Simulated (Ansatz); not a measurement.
Reaction (substitution at a C–N bond): `CNC(=O)[SiH3]` + `[SiH3]S` → `O=C([SiH3])S[SiH3]` + CH₃NH₂

Isolated molecules relaxed with PBE0-D4/def2-TZVP in Ansatz; ΔE leaves out vibrations. CCSD(T)/CBS adds triple-zeta CCSD(T) − MP2 to the extrapolated MP2 energy (def2 sets, frozen cores). Functionals use def2-TZVPP.

CCSD(T)/CBS gives +43.5 kJ/mol.

Question: Another level gave +53.5 kJ/mol. Which?
A. SCS-MP2/def2-TZVPP
B. HF/def2-TZVPP
C. PBE0/def2-TZVPP
D. r2SCAN-D4/def2-TZVPP

Answer: C. PBE0 53.5, r2SCAN-D4 48.6, SCS-MP2/def2-TZVPP 44.3, HF/def2-TZVPP 63.8 kJ/mol.

Largest T1 diagnostic among the species: 0.017.

The D4 term adds −5.2 kJ/mol with B3LYP and −2.7 kJ/mol with PBE0; it sums over pairs of atoms, weighted by their polarisabilities, and B3LYP, whose exchange is more repulsive, gets the larger term. In def2-TZVPP, CCSD(T) changes the Hartree–Fock value by −18.7 kJ/mol (the triples alone add −4.4 kJ/mol) and MP2 by −20.4 kJ/mol.

CCSD(T)/CBS has its own doubt, a few kJ/mol and more with outer-core shells, so smaller differences from it don't rank the levels.

B3LYP here is the variant with VWN-RPA as its local correlation; programs differ in this.
